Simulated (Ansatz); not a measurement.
Spectroscopic constants of CuH+, multiplicity 2 (lowest of 2S+1 = 2, 4 at CCSD(T)/def2-TZVPP on PBE0 minima; our sources give no spin for the ground state, which may be another). No spin–orbit coupling. Cu is treated without relativity.

The constants come from a fifth-degree fit in 1/R (seven points, main isotopes). Runs in def2 and cc sets follow the lowest solution found near the PBE0 minimum.

Run with Ansatz (an electronic-structure program). Each number belongs to the level named beside it.

Problem. What bond length and harmonic frequency does r2SCAN/def2-TZVPP give?

Solution. r_e = 1.479 Å, ω_e = 1765 cm⁻¹.

Problem. What bond length and harmonic frequency does B97M-V/def2-TZVPP give?

Solution. r_e = 1.484 Å, ω_e = 1770 cm⁻¹.

Problem. What bond length and harmonic frequency does PBE0/def2-TZVPP give?

Solution. r_e = 1.494 Å, ω_e = 1668 cm⁻¹.
